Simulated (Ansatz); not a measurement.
Ansatz (a quantum-chemistry and plane-wave program) input (PBE/def2-TZVPD):

Ansatz 0.2 input:
```yaml
crystal:
  periodic: [false, false, false]
  atoms:
    - {symbol: C, position_ang: [-2.12108067, 1.55816408, 0.28338109]}
    - {symbol: Si, position_ang: [-0.92849401, 0.50639358, 1.03782224]}
    - {symbol: C, position_ang: [-1.41964995, -1.32642794, 1.16750291]}
    - {symbol: Si, position_ang: [1.30483335, 0.25142672, 0.09207551]}
    - {symbol: Cl, position_ang: [1.24761023, -0.75670470, -1.80771609]}
    - {symbol: H, position_ang: [-2.51100401, 1.28901233, -0.69752224]}
    - {symbol: H, position_ang: [-2.02800304, 2.63437150, 0.41949267]}
    - {symbol: H, position_ang: [-0.50138672, 0.97180221, 2.40568434]}
    - {symbol: H, position_ang: [-1.57781975, -1.73759169, 0.16700605]}
    - {symbol: H, position_ang: [-0.64562765, -1.92513213, 1.65613327]}
    - {symbol: H, position_ang: [-2.35378501, -1.42547471, 1.72622702]}
    - {symbol: H, position_ang: [1.96411004, 1.55123730, -0.25728281]}
    - {symbol: H, position_ang: [2.41977505, -0.49414613, 0.78756287]}
basis:
  gaussian:
    orbitals: def2-TZVPD
hamiltonian:
  xc: {name: PBE}
total_charge: -1
output: {forces: true}
```

Output:

```
Functional definition: PBE
integrals: 0.29 GiB planned
1586 factors; their error is unknown
0.43 GiB of the device are held for the grids
1.70 GiB of device memory are held for the factors and their scratch space
mean field: 1.54 GiB planned
mean field evaluation 1: about -30453.6722 eV, gradient 7.9e1 eV
mean field evaluation 2: about -30362.4156 eV, gradient 1.6e2 eV
mean field evaluation 4: about -30468.0885 eV, gradient 2.1e1 eV
mean field evaluation 8: about -30469.2424 eV, gradient 2.1e-1 eV
mean field evaluation 16: about -30469.2058 eV, gradient 4.8e-3 eV
mean field -30469.20581129 eV, -1119.7226607955 hartree, gradient 2.5e-5 eV, S^2 0.000000; 0 other end points of the search recorded, 0 dependent functions left out
the calculation of the forces begins
reference -30469.20588673 eV, -1119.7226635679 hartree; 33, 33 occupied and 245, 245 virtual orbitals, 1586 factors
Total energy: -30469.20588673 eV, -1119.7226635679 hartree
Atom 0 at    -2.121081     1.558164     0.283381 Å, force    -0.156917     0.017827     0.067327 eV/Å
Atom 1 at    -0.928494     0.506394     1.037822 Å, force     0.142893    -0.167798    -0.048463 eV/Å
Atom 2 at    -1.419650    -1.326428     1.167503 Å, force     0.048595     0.119827     0.008892 eV/Å
Atom 3 at     1.304833     0.251427     0.092076 Å, force    -0.254909    -0.078815    -0.013297 eV/Å
Atom 4 at     1.247610    -0.756705    -1.807716 Å, force     0.027199    -0.016063    -0.058185 eV/Å
Atom 5 at    -2.511004     1.289012    -0.697522 Å, force    -0.109504    -0.066934    -0.253642 eV/Å
Atom 6 at    -2.028003     2.634371     0.419493 Å, force     0.015252     0.281446     0.039964 eV/Å
Atom 7 at    -0.501387     0.971802     2.405684 Å, force     0.071748     0.079804     0.197965 eV/Å
Atom 8 at    -1.577820    -1.737592     0.167006 Å, force    -0.044682    -0.100333    -0.242506 eV/Å
Atom 9 at    -0.645628    -1.925132     1.656133 Å, force     0.186082    -0.138474     0.115370 eV/Å
Atom 10 at    -2.353785    -1.425475     1.726227 Å, force    -0.235269    -0.011612     0.140238 eV/Å
Atom 11 at     1.964110     1.551237    -0.257283 Å, force     0.103923     0.201355    -0.058546 eV/Å
Atom 12 at     2.419775    -0.494146     0.787563 Å, force     0.205590    -0.120231     0.104882 eV/Å
Dipole moment:     0.566003    -0.542132    -0.056147 e Å
```

It need not be the lowest isomer of its formula. Whether it binds its extra electron was not tested at this geometry.
